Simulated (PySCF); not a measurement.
diboron tetrachloride (B2Cl4), SMILES ClB(Cl)B(Cl)Cl.

Geometry optimised at B3LYP-D3(BJ)/def2-SVP. The values are those of a single conformer.

Computed with PBE/def2-TZVP (PySCF).

Symmetry labels are those of the subgroup D2 that the program uses (full group D2d).

Computed valence orbital energies around the gap with their symmetry:
| orbital | symmetry | energy (eV) |
|---|---|---|
| HOMO−7 | B2 | -9.51 |
| HOMO−6 | B3 | -9.51 |
| HOMO−5 | B1 | -8.85 |
| HOMO−4 | A | -8.52 |
| HOMO−3 | B1 | -8.37 |
| HOMO−2 | B2 | -8.00 |
| HOMO−1 | B3 | -8.00 |
| HOMO | A | -7.19 |
| LUMO | B2 | -2.96 |
| LUMO+1 | B3 | -2.96 |
| LUMO+2 | B1 | 0.19 |
| LUMO+3 | A | 0.54 |
